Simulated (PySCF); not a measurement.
Computed shifts of a molecule C₂H₉FOSi₂, PBE/pcSseg-1 in PySCF, GIAO, gas phase, equivalent atoms averaged, in ppm (number of nuclei): ¹³C: 0.9 (1), -0.2 (1). ²⁹Si: 12.5 (1), -40.6 (1). ¹⁹F: -171.9 (1). ¹H: 5.47 (3), 0.47 (6). References: ¹³C against TMS (σ = 182.0 ppm); ²⁹Si against TMS (σ = 335.4 ppm); ¹⁹F against CFCl3 (σ = 133.6 ppm); ¹⁷O against H2O (σ = 334.3 ppm); ¹H against TMS (σ = 31.49 ppm), references at their B3LYP-D3(BJ)/def2-TZVP geometries, non-relativistic. The structure is a stationary point at ωB97X-D3(BJ)/def2-SVP. One conformer was computed; it need not be the lowest.

Question: Which molecule gave these data?
A) C[C@H]([SiH3])[Si@H](O)F
B) C[Si](C)(F)O[SiH3]
C) C[SiH2][C@@H](O)[SiH2]F
D) C[Si@@H](F)OC[SiH3]

Answer: B, C[Si](C)(F)O[SiH3]
